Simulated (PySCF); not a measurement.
Where the electron goes

Compound: C7H13Al.
Geometry (PBE0-D3(BJ)/def2-SVP, Å), atoms numbered from 1 in this order:
```xyz
21
C7H13Al angstrom
C      4.3733    0.0766   -0.1518
C      3.0094   -0.3703    0.0633
C      1.8595   -0.7508    0.2475
Al     0.0618   -1.3255    0.5362
C     -1.4009   -0.0339    0.1773
C     -1.3096    0.4049   -1.2884
C     -1.1908    1.1875    1.0799
C     -2.7714   -0.6541    0.4516
H      4.9911   -0.7278   -0.5812
H      4.8382    0.3837    0.7984
H      4.4091    0.9372   -0.8380
H     -0.1947   -2.8076    1.0552
H     -2.0826    1.1650   -1.5163
H     -0.3312    0.8543   -1.5260
H     -1.4718   -0.4323   -1.9892
H     -0.2071    1.6588    0.9184
H     -1.9599    1.9584    0.8767
H     -1.2692    0.9368    2.1520
H     -2.9643   -1.5351   -0.1830
H     -3.5802    0.0749    0.2509
H     -2.8796   -0.9785    1.4998
```

Theory: TDDFT CAM-B3LYP/def2-SVPD, vertical, gas phase, core orbitals frozen in the response (PySCF).

Frontier orbitals with the atoms that hold most of them (Löwdin shares over 4%, at most four atoms; ? is withheld):

```json
{"orbital": "HOMO-3", "ε (eV)": "-10.44", "atoms": "H12 35%, Al4 32%, C3 14%, C8 6%"}
{"orbital": "HOMO-2", "ε (eV)": "-9.00", "atoms": "C3 36%, C2 34%, C1 7%, Al4 6%"}
{"orbital": "HOMO-1", "ε (eV)": "-8.99", "atoms": "C3 42%, C2 39%, C1 8%, Al4 5%"}
{"orbital": "HOMO", "ε (eV)": "-8.13", "atoms": "?"}
{"orbital": "LUMO", "ε (eV)": "?", "atoms": "?"}
{"orbital": "LUMO+1", "ε (eV)": "0.87", "atoms": "Al4 47%, C1 9%, C2 8%"}
{"orbital": "LUMO+2", "ε (eV)": "1.41", "atoms": "C1 21%, Al4 14%, C2 13%, H9 9%"}
```

Which atoms hold the HOMO, and with what shares?

C5 (bonded to Al and 3 C) 32%; Al4 (bonded to 2 C and H) 16%; H12 (bonded to Al) 7%; C3 (bonded to Al and C) 7%. By element: carbon 39% or more, aluminium 16%, hydrogen 7% or more.

Give the leading atoms of the LUMO.

Al4 (bonded to 2 C and H) 46%; C3 (bonded to Al and C) 14%; C2 (bonded to 2 C) 9%; H12 (bonded to Al) 9%. By element: aluminium 46%, carbon 23% or more, hydrogen 9% or more.

What is the LUMO energy, and the HOMO–LUMO gap?

ε(LUMO) = -0.37 eV; the gap is 7.76 eV (0.2852 hartree).

How does S1 compare with the orbital gap of 7.76 eV?

S1 is at 4.41 eV (f = 0.0002), 3.35 eV below the gap, made of HOMO→LUMO (94%). 

Give energy, strength and leading configuration of S1 and S5, and follow the Löwdin shares of the leading atoms from the occupied to the empty orbital.

- S1 (4.41 eV, f 0.0002), HOMO→LUMO (94%): C5 32% → at most 9%, Al4 16% → 46%, C3 7% → 14%
- S5 (6.44 eV, f 0.032), HOMO→LUMO+1 (80%): C5 32% → at most 4%, Al4 16% → 47%, C1 at most 8% → 9%

Löwdin shares depend on the basis, the more so with diffuse functions.
